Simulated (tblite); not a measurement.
Compound: F2H3S2Si2 (doublet state).
Numbering: `[F:1][Si:2]([F:3])([SH:4])[S:5][SiH2:6]` (hydrogens: H7 on S4; H8, H9 on Si6)

Structure used (GFN2-xTB), in Å, numbered top down from 1:
```xyz
9
F2H3S2Si2 angstrom
F     -0.4392   -1.8744    1.1068
Si    -0.9223   -0.5682    0.3230
F     -1.2353    0.3609    1.5870
S     -2.6824   -0.9452   -0.7907
S      0.6425    0.2521   -0.8364
Si     2.1030    0.6283    0.7314
H     -2.2110   -0.5020   -1.9486
H      1.5090    1.5612    1.6750
H      3.2493    1.0933   -0.0276
```

Computed values, GFN2-xTB/tblite, gas phase, harmonic and unscaled. Errors from tens to a few hundred cm⁻¹ against measured bands are possible. Modes of hydrogen on silicon and sulfur can be 10 to 20 % off. One conformer, not necessarily the lowest. Open shells enter through the occupations alone, without spin polarisation, and single modes of such species can be off by tens of per cent.

Harmonic wavenumbers (cm⁻¹): 31.6, 62.6, 78.7, 100.4, 130.8, 149.4, 189.9, 231.3, 255.8, 453.3, 469.8, 530.9, 569.6, 601.4, 694.3, 758.1, 850.2, 856.8, 2329.6, 2363.3, 2451.4.

A = 2750, B = 945.0, C = 837.7 MHz; mass 160.918 u (most abundant isotopes); point group C1, symmetry number 1; spin multiplicity 2.

Problem. Zero-point energy?

Solution. ½Σν̃ = 7080 cm⁻¹ = 20.24 kcal/mol.

Problem. What is S at 298.15 K and 1 bar for an ideal gas of classical rigid rotors and harmonic oscillators?

Solution. Translation 41.16, rotation 29.38, vibration 32.83, spin (R ln 2) 1.38: S = 104.7 cal/(mol K).

Problem. And Cp and H(298.15 K) − H(0)?

Solution. Cp = 33.72 cal/(mol K), of which vibrations give 25.78 (their classical limit is 21 R = 41.7); H(298.15 K) − H(0) = 7.05 kcal/mol without the zero-point energy, 4.68 from vibrations.

Problem. What must be added to the electronic energy to get the Gibbs energy at 298.15 K and 1 bar?

Solution. ZPE + [H(298.15 K) − H(0)] − T·S = 20.24 + 7.05 − 31.23 = -3.94 kcal/mol.

Problem. Blend soft modes into free rotors: weight 1/[1 + (100 cm⁻¹/ν̃)⁴] for the oscillator and the rest for a rotor with moment μB/(μ + B), μ = h/(8π²ν), B = 10⁻⁴⁴ kg m². What vibrational entropy results?

Solution. 29.20 cal/(mol K) in place of 32.83, which changes −T·S at 298.15 K by +1.08 kcal/mol.

Problem. How do the functions run with temperature in this model?

Solution. 
```tsv
T (K)	S (cal/(mol K))	Cp (cal/(mol K))	H − H(0) (kcal/mol)	G − H(0) (kcal/mol)	ln q(vib)
50	62.7	15.3	0.56	-2.58	0.91
100	75.3	21.1	1.48	-6.05	2.61
373.15	112.6	36.4	9.69	-32.33	10.52
500	123.7	39.3	14.51	-47.35	13.39
750	140.4	42.7	24.81	-80.47	18.11
1000	153.0	44.8	35.77	-117.20	21.94
```

q(vib) and H(0) count from the zero-point level.

Hindered rotation and anharmonicity are outside this model. Other conformers, if any are populated, would add a mixing term that is left out. The structure is chiral; the term R ln 2 for an equal mix with its mirror image is left out.
